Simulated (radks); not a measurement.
The fluorine ion F2+, 7 electrons, occupied as [He] 2s1 2p3 3p1 (not the ground configuration). Calculated with a radial shooting solver on a logarithmic mesh with Libxc functionals: scalar-relativistic Kohn-Sham, Wu-Cohen GGA, spin-polarised, spherical densities, point nucleus; open shells are filled with parallel spins first.

Radial electron density D(r) = 4 pi r^2 rho(r):

r (bohr)  D(r) (e/bohr)  spin D(r)
0.02067           1.648     0.0535
0.02628           2.406     0.0780
0.0334            3.418      0.111
0.04246           4.693      0.152
0.05398           6.172      0.201
0.06862           7.687      0.254
0.08724           8.945      0.306
0.1109            9.570      0.360
0.141             9.246      0.438
0.1792            7.952      0.601
0.2278            6.126      0.957
0.2873            4.600       1.60
0.3653            3.927       2.62
0.4643            4.196       3.78
0.5903            4.681       4.60
0.7504            4.499       4.49
0.954             3.388       3.39
1.213             1.920       1.92
1.542            0.8781      0.878
1.96             0.5017      0.502
2.491            0.4523      0.452
3.142            0.3596      0.360
3.994            0.1742      0.174
5.078           0.04709     0.0471
6.455          0.006345    0.00634
8.206         0.0003446   0.000345

D(r) has 2 maxima, at r = 0.116, 0.639 bohr, and minima at 0.377 bohr, inside which lie 2.27 electrons.
